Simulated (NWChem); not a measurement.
System: hydronium (H3O cation); SMILES [OH3+]

Output (shortened):

```
             Northwest Computational Chemistry Package (NWChem) 7.3.0
             --------------------------------------------------------

                             Geometry "geometry" -> ""
                             -------------------------

 Output coordinates in angstroms (scale by  1.889725989 to convert to a.u.)

  No.       Tag          Charge          X              Y              Z
 ---- ---------------- ---------- -------------- -------------- --------------
    1 O                    8.0000     0.00000000     0.00000000     0.07877500
    2 H                    1.0000     0.66934200     0.66934200    -0.20738600
    3 H                    1.0000     0.24499600    -0.91433800    -0.20738600
    4 H                    1.0000    -0.91433800     0.24499600    -0.20738600

 Effective nuclear repulsion energy (a.u.)      13.8110707593

                                 NWChem DFT Module
                                 -----------------

 Summary of "ao basis" -> "ao basis" (spherical)
 ------------------------------------------------------------------------------
       Tag                 Description            Shells   Functions and Types
 ---------------- ------------------------------  ------  ---------------------
 O                         def2-svpd                 9       23   4s3p2d
 H                         def2-svpd                 4        8   2s2p

            General Information
            -------------------
          SCF calculation type: DFT
          Wavefunction type:  closed shell.
          No. of atoms     :     4
          No. of electrons :    10
           Alpha electrons :     5
            Beta electrons :     5
          Charge           :     1
          Spin multiplicity:     1
          Use of symmetry is: off; symmetry adaption is: off
          Maximum number of iterations: 150
          AO basis - number of functions:    47
                     number of shells:    21
          Convergence on energy requested:  1.00D-06
          Convergence on density requested:  1.00D-05
          Convergence on gradient requested:  5.00D-04

              XC Information
              --------------
                         B3LYP Method XC Potential
                     Hartree-Fock (Exact) Exchange  0.200
                        Slater Exchange Functional  0.800 local
                    Becke 1988 Exchange Functional  0.720 non-local
              Lee-Yang-Parr Correlation Functional  0.810
                  VWN I RPA Correlation Functional  0.190 local

             Grid Information
             ----------------
          Grid used for XC integration:  medium
          Radial quadrature: Mura-Knowles
          Angular quadrature: Lebedev.
          Tag              B.-S. Rad. Rad. Pts. Rad. Cut. Ang. Pts.
          ---              ---------- --------- --------- ---------
          O                   0.60       49           7.0       434
          H                   0.35       45           7.0       434
          Grid pruning is: on
          Number of quadrature shells:   184
          Spatial weights used:  Erf1

      Superposition of Atomic Density Guess
      -------------------------------------

 Sum of atomic energies:         -76.19211912

 Renormalizing density from      11.00 to     10

      Non-variational initial energy
      ------------------------------

 Total energy =     -71.775557
 1-e energy   =    -119.113777
 2-e energy   =      33.527149
 HOMO         =      -1.213597
 LUMO         =      -0.342914

   convergence    iter        energy       DeltaE   RMS-Dens  Diis-err
 ---------------- ----- ----------------- --------- --------- ---------
 d= 0,ls=0.0,diis     1    -76.3600772199 -9.02D+01  3.58D-02  3.45D+00
 d= 0,ls=0.0,diis     2    -76.0437282883  3.16D-01  2.21D-02  6.37D+00
 d= 0,ls=0.0,diis     3    -76.6494146429 -6.06D-01  1.46D-03  1.67D-02
 d= 0,ls=0.0,diis     4    -76.6510741703 -1.66D-03  8.00D-05  5.71D-05
 d= 0,ls=0.0,diis     5    -76.6510805196 -6.35D-06  1.76D-05  2.53D-06
 d= 0,ls=0.0,diis     6    -76.6510807462 -2.27D-07  2.87D-06  1.21D-08

         Total DFT energy =      -76.651080746219
      One electron energy =     -128.178232999345
           Coulomb energy =       47.104578102852
    Exchange-Corr. energy =       -9.388496609019
 Nuclear repulsion energy =       13.811070759293

 Numeric. integr. density =       10.000001987499

                       DFT Final Molecular Orbital Analysis
                       ------------------------------------

 Vector    3  Occ=2.000000D+00  E=-9.397019D-01
              MO Center=  9.5D-02,  9.3D-02, -1.8D-02, r^2= 7.1D-01
   Bfn.  Coefficient  Atom+Function         Bfn.  Coefficient  Atom+Function
  ----- ------------  ---------------      ----- ------------  ---------------
     6      0.390078  1 O  py                 5      0.385112  1 O  px
    24      0.371502  2 H  s                 32     -0.187812  3 H  s
    40     -0.183690  4 H  s                  9      0.144823  1 O  py
     8      0.142979  1 O  px                19     -0.046346  1 O  d -2
    25      0.040823  2 H  s                 26     -0.026580  2 H  px

 Vector    4  Occ=2.000000D+00  E=-9.397019D-01
              MO Center= -9.5D-02, -9.3D-02, -1.8D-02, r^2= 7.1D-01
   Bfn.  Coefficient  Atom+Function         Bfn.  Coefficient  Atom+Function
  ----- ------------  ---------------      ----- ------------  ---------------
     5      0.390078  1 O  px                 6     -0.385112  1 O  py
    40     -0.322920  4 H  s                 32      0.320540  3 H  s
     8      0.144823  1 O  px                 9     -0.142979  1 O  py
    23      0.046346  1 O  d  2              41     -0.035484  4 H  s
    33      0.035223  3 H  s                 42     -0.033953  4 H  px

 Vector    5  Occ=2.000000D+00  E=-7.496433D-01
              MO Center= -1.5D-08, -1.6D-08,  1.5D-01, r^2= 6.0D-01
   Bfn.  Coefficient  Atom+Function         Bfn.  Coefficient  Atom+Function
  ----- ------------  ---------------      ----- ------------  ---------------
     7      0.642682  1 O  pz                10      0.393950  1 O  pz
     3      0.174009  1 O  s                  2      0.142530  1 O  s
    24     -0.079748  2 H  s                 32     -0.079747  3 H  s
    40     -0.079747  4 H  s                  1      0.065492  1 O  s
     4      0.042665  1 O  s                 13      0.039632  1 O  pz

 Vector    6  Occ=0.000000D+00  E=-2.805343D-01
              MO Center=  4.4D-07,  4.4D-07, -3.4D-01, r^2= 3.4D+00
   Bfn.  Coefficient  Atom+Function         Bfn.  Coefficient  Atom+Function
  ----- ------------  ---------------      ----- ------------  ---------------
     4      0.950498  1 O  s                  3     -0.421757  1 O  s
     2     -0.362724  1 O  s                 24      0.169547  2 H  s
    32      0.169547  3 H  s                 40      0.169547  4 H  s
     7      0.149864  1 O  pz                 1     -0.138811  1 O  s
    38     -0.113772  3 H  py                45     -0.113772  4 H  px

[...]

                                NWChem TDDFT Module
                                -------------------

            General Information
            -------------------
           No. of orbitals :      94
            Alpha orbitals :      47
             Beta orbitals :      47
        Alpha frozen cores :       0
         Beta frozen cores :       0
     Alpha frozen virtuals :       0
      Beta frozen virtuals :       0
         Spin multiplicity :       1
    Number of AO functions :      47
        Use of symmetry is : off
      Symmetry adaption is : off
         Schwarz screening :  0.10D-07

              XC Information
              --------------
                  B3LYP Method XC Potential
              Hartree-Fock (Exact) Exchange   0.20
                 Slater Exchange Functional   0.80 local
             Becke 1988 Exchange Functional   0.72 non-local
       Lee-Yang-Parr Correlation Functional   0.81
           VWN I RPA Correlation Functional   0.19 local

             TDDFT Information
             -----------------
          Calculation type : Tamm-Dancoff TDDFT
         Wavefunction type : Restricted singlets
          No. of electrons :      10
           Alpha electrons :       5
            Beta electrons :       5
              No. of roots :       8
          Max subspacesize :    5600
            Max iterations :     100
               Target root :       1
           Target symmetry : none
      Symmetry restriction : off
                 Algorithm : Optimal
        Davidson threshold :  0.10D-03

    8 smallest eigenvalue differences (eV)
--------------------------------------------------------
  No. Spin  Occ  Vir  Irrep   E(Occ)    E(Vir)   E(Diff)
--------------------------------------------------------
    1    1    5    6 a        -0.750    -0.281    12.765
    2    1    5    7 a        -0.750    -0.188    15.277
    3    1    5    8 a        -0.750    -0.188    15.277
    4    1    5    9 a        -0.750    -0.112    17.357
    5    1    5   10 a        -0.750    -0.095    17.808
    6    1    5   11 a        -0.750    -0.095    17.808
    7    1    4    6 a        -0.940    -0.281    17.937
    8    1    3    6 a        -0.940    -0.281    17.937
--------------------------------------------------------

  Entering Davidson iterations
  Restricted singlet excited states

  Iter   NTrls   NConv    DeltaV     DeltaE      Time
  ----  ------  ------  ---------  ---------  ---------
    1      8       0     0.18E+00   0.10+100        0.9
    2     16       0     0.17E-01   0.19E-01        0.9
    3     24       0     0.25E-02   0.69E-03        0.9
    4     32       5     0.44E-03   0.11E-04        0.9
    5     35       8     0.81E-04   0.44E-06        0.5
  ----  ------  ------  ---------  ---------  ---------
  Convergence criterion met

  Ground state a         -76.651080746219 a.u.

  ----------------------------------------------------------------------------
  Root   1 singlet a              0.416054685 a.u.               11.3214 eV
  ----------------------------------------------------------------------------
     Transition Moments    X  0.00000   Y  0.00000   Z -0.38360
     Dipole Oscillator Strength                    0.0408156228
     Electric Quadrupole                           0.0000000008
     Magnetic Dipole                               0.0000000000
     Total Oscillator Strength                     0.0408156236

     Occ.    5  a   ---  Virt.    6  a        0.99725
  ----------------------------------------------------------------------------
  Root   2 singlet a              0.495885818 a.u.               13.4937 eV
  ----------------------------------------------------------------------------
     Transition Moments    X  0.15463   Y  0.15471   Z  0.00000
     Dipole Oscillator Strength                    0.0158175955
     Electric Quadrupole                           0.0000001323
     Magnetic Dipole                               0.0000002217
     Total Oscillator Strength                     0.0158179495

     Occ.    5  a   ---  Virt.    7  a        0.99417
     Occ.    5  a   ---  Virt.   11  a        0.05621
     Occ.    5  a   ---  Virt.   17  a        0.05851
  ----------------------------------------------------------------------------
  Root   3 singlet a              0.495885916 a.u.               13.4937 eV
  ----------------------------------------------------------------------------
     Transition Moments    X -0.15471   Y  0.15463   Z -0.00000
     Dipole Oscillator Strength                    0.0158175162
     Electric Quadrupole                           0.0000001323
     Magnetic Dipole                               0.0000002217
     Total Oscillator Strength                     0.0158178702

     Occ.    5  a   ---  Virt.    8  a       -0.99417
     Occ.    5  a   ---  Virt.   10  a       -0.05621
     Occ.    5  a   ---  Virt.   16  a       -0.05851
  ----------------------------------------------------------------------------
  Root   4 singlet a              0.597238375 a.u.               16.2517 eV
  ----------------------------------------------------------------------------
     Transition Moments    X  0.00000   Y  0.00000   Z -0.00655
     Dipole Oscillator Strength                    0.0000170975
     Electric Quadrupole                           0.0000009124
     Magnetic Dipole                               0.0000000000
     Total Oscillator Strength                     0.0000180099

     Occ.    3  a   ---  Virt.    7  a       -0.18693
     Occ.    4  a   ---  Virt.    8  a       -0.18693
     Occ.    5  a   ---  Virt.    9  a        0.96203
  ----------------------------------------------------------------------------
  Root   5 singlet a              0.598425222 a.u.               16.2840 eV
  ----------------------------------------------------------------------------
     Transition Moments    X -0.00583   Y -0.00586   Z  0.00000
     Dipole Oscillator Strength                    0.0000272721
     Electric Quadrupole                           0.0000003179
     Magnetic Dipole                               0.0000001802
     Total Oscillator Strength                     0.0000277702

     Occ.    3  a   ---  Virt.    6  a        0.14265
     Occ.    5  a   ---  Virt.    7  a       -0.06077
     Occ.    5  a   ---  Virt.   11  a        0.98575
  ----------------------------------------------------------------------------
  Root   6 singlet a              0.598425275 a.u.               16.2840 eV
  ----------------------------------------------------------------------------
     Transition Moments    X -0.00586   Y  0.00583   Z  0.00000
     Dipole Oscillator Strength                    0.0000272635
     Electric Quadrupole                           0.0000003179
     Magnetic Dipole                               0.0000001802
     Total Oscillator Strength                     0.0000277617

     Occ.    4  a   ---  Virt.    6  a        0.14265
     Occ.    5  a   ---  Virt.    8  a       -0.06077
     Occ.    5  a   ---  Virt.   10  a        0.98575
  ----------------------------------------------------------------------------
  Root   7 singlet a              0.610024786 a.u.               16.5996 eV
  ----------------------------------------------------------------------------
     Transition Moments    X -0.46054   Y  0.45970   Z -0.00000
     Dipole Oscillator Strength                    0.1721986798
     Electric Quadrupole                           0.0000002786
     Magnetic Dipole                               0.0000000075
     Total Oscillator Strength                     0.1721989659

     Occ.    3  a   ---  Virt.    8  a        0.05655
     Occ.    4  a   ---  Virt.    6  a        0.98280
     Occ.    4  a   ---  Virt.    7  a        0.05655
     Occ.    5  a   ---  Virt.   10  a       -0.13878
     Occ.    5  a   ---  Virt.   14  a       -0.06322
  ----------------------------------------------------------------------------
  Root   8 singlet a              0.610024878 a.u.               16.5996 eV
  ----------------------------------------------------------------------------
     Transition Moments    X -0.45971   Y -0.46054   Z -0.00000
     Dipole Oscillator Strength                    0.1721993129
     Electric Quadrupole                           0.0000002786
     Magnetic Dipole                               0.0000000075
     Total Oscillator Strength                     0.1721995989

     Occ.    3  a   ---  Virt.    6  a        0.98280
     Occ.    3  a   ---  Virt.    7  a       -0.05655
     Occ.    4  a   ---  Virt.    8  a        0.05655
     Occ.    5  a   ---  Virt.   11  a       -0.13878
     Occ.    5  a   ---  Virt.   13  a       -0.06322

              Target root =      1
          Target symmetry = none
      Ground state energy =    -76.651080746219
        Excitation energy =      0.416054684822
     Excited state energy =    -76.235026061397

  stored tddft:energy   -76.235026061397008
```

Level: B3LYP/def2-SVPD, TDA. Geometry: optimised at B3LYP/6-31G* (spherical d).

### Question
Which NWChem input produces such a log?

### Answer
Several could match; the one computed here: the input that was run:
```
start job
memory heap 200 mb stack 900 mb global 1100 mb
charge 1
geometry units angstroms noautosym nocenter noautoz
  O      0.000000     0.000000     0.078775
  H      0.669342     0.669342    -0.207386
  H      0.244996    -0.914338    -0.207386
  H     -0.914338     0.244996    -0.207386
end
basis spherical
  O library def2-svpd
  H library def2-svpd
end
dft
  xc b3lyp
  iterations 150
end
tddft
  cis
  nroots 8
  notriplet
end
task tddft energy
```
